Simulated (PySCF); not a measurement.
C4H4ClF, SMILES C=C(Cl)/C=C\F.

Geometry optimised at PBE0-D3(BJ)/def2-SVP. The structure was generated by enumeration; whether it is a known compound was not checked. Other conformers were not sampled.

Two levels are set side by side: TDDFT-PBE/def2-SVPD (PySCF) and TDDFT-M06-2X/def2-SVPD (PySCF). Vertical, same geometry. The lowest singlet is HOMO→LUMO 76 %, HOMO−1→LUMO 20 % with PBE and HOMO→LUMO 99 % with the other functional; states are paired by order. Differences are taken from unrounded values.

| quantity | TDDFT-M06-2X |
|---|---|
| lowest singlet excitation (eV) | 5.67 |
| lowest triplet excitation (TDA) (eV) | 3.38 |
| first bright state (f over 0.05) (eV) | 5.67 |
| its oscillator strength | 0.52 |

Question: What does TDDFT-PBE give, and how far is it from TDDFT-M06-2X? (An estimate is asked for; the answer gives what the named calculation found.)

Answer: 
```csv
quantity,TDDFT-PBE,TDDFT-PBE minus TDDFT-M06-2X
lowest singlet excitation (eV),5.05,-0.62
lowest triplet excitation (TDA) (eV),3.02,-0.36
first bright state (f over 0.05) (eV),5.05,-0.62
its oscillator strength,0.24,-0.27
```

Functionals without exact exchange tend to place singlet excitations lower, as here. Differences between two approximate levels are no errors against the true value.

Rough cost on one machine, each run with all the roots and properties that it gave: TDDFT-M06-2X against TDDFT-PBE about 10 times.
